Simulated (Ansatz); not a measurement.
## A ladder of methods for SnSe (SMILES [Se][Sn])

SnSe has 2 atoms, charge 0, and is taken as a singlet. SMILES: `[Se][Sn]`. Geometry: relaxed at PBE0-D4/def2-TZVP.

```jsonl
{"atom": "Se", "x (Å)": "0.0000", "y (Å)": "0.0000", "z (Å)": "0.0065"}
{"atom": "Sn", "x (Å)": "0.0000", "y (Å)": "0.0000", "z (Å)": "2.3318"}
```

Quantity: the electronic atomisation energy, in eV. The values are calculated. Electronic energies at fixed atoms, without zero-point motion or spin-orbit coupling.

```json
{"level": "BLYP/STO-3G", "kind": "GGA", "program": "Ansatz", "value (eV)": "6.97", "less FCI/STO-3G": "+1.37", "CPU time (all runs)": "4.6 s"}
{"level": "B3LYP/STO-3G", "kind": "global hybrid", "program": "Ansatz", "value (eV)": "6.57", "less FCI/STO-3G": "+0.97", "CPU time (all runs)": "4.6 s"}
{"level": "PBE0/STO-3G", "kind": "global hybrid", "program": "Ansatz", "value (eV)": "6.51", "less FCI/STO-3G": "+0.91", "CPU time (all runs)": "3.9 s"}
{"level": "HSE06/STO-3G", "kind": "range-separated hybrid", "program": "Ansatz", "value (eV)": "6.55", "less FCI/STO-3G": "+0.95", "CPU time (all runs)": "5.4 s"}
{"level": "B2PLYP/STO-3G", "kind": "double hybrid", "program": "Ansatz", "value (eV)": "6.18", "less FCI/STO-3G": "+0.58", "CPU time (all runs)": "5.3 s"}
{"level": "CCSD(T)/STO-3G", "kind": "coupled cluster or CI", "program": "Ansatz", "value (eV)": "5.58", "less FCI/STO-3G": "-0.02", "CPU time (all runs)": "1.6 s"}
{"level": "CCSDT(Q)/STO-3G", "kind": "coupled cluster or CI", "program": "Ansatz", "value (eV)": "5.60", "less FCI/STO-3G": "0.00", "CPU time (all runs)": "3.4 s"}
{"level": "CCSDT/STO-3G", "kind": "coupled cluster or CI", "program": "Ansatz", "value (eV)": "5.61", "less FCI/STO-3G": "+0.01", "CPU time (all runs)": "2.4 s"}
{"level": "FCI/STO-3G", "kind": "exact in the basis", "program": "Ansatz", "value (eV)": "5.60", "less FCI/STO-3G": "0.00", "CPU time (all runs)": "2.4 s"}
```

FCI/STO-3G is exact within its basis and frozen core, so for wave-function methods in that basis the difference is their error; functionals converge differently with the basis, so for them it is only a difference. All-electron rows without a relativistic Hamiltonian named are non-relativistic. The values span 5.58 to 6.97 eV. All rows use very small basis sets, so even the best lies far from the true value. In the correlated wave-function rows the outer d shell of Se, Sn is correlated, in sets not made for it. Times are those of the runs behind each value, whatever else they computed, on shared processors of several kinds: orders of magnitude only.
